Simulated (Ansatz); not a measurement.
SiHF3, relaxed as a singlet with RKS PBE0-D4/def2-TZVP in Ansatz, starting from the GFN2-xTB geometry. Force threshold 0.02 eV/Å.

Start:

Cartesian coordinates in Å:
```
Si 0.056 0.049 -0.051
H 0.941 0.832 -0.851
F -0.201 0.668 1.380
F 0.580 -1.418 0.215
F -1.376 -0.131 -0.694
```

```
step  energy (eV)  largest force component (eV/Å)  SCF passes
   1  -16042.9373                           1.945          13
   2  -16042.9757                           0.979          18
   3  -16042.9913                           0.038          18
   4  -16042.9914                           0.009          20
```

Force components are those of the run's own axes.

End:

Cartesian coordinates in Å:
```
Si 0.025 0.022 -0.023
H 0.933 0.822 -0.844
F -0.187 0.693 1.384
F 0.607 -1.422 0.202
F -1.378 -0.116 -0.720
```

By distances, no bond broke or formed. The bond that changes most is Si1–H2, from 1.43 to 1.46 Å (atoms count from 1).

No frequencies were taken in this run, so the end may be a saddle point.

Run time 3.3 s (4 threads of Arm Neoverse V1 on a shared host).
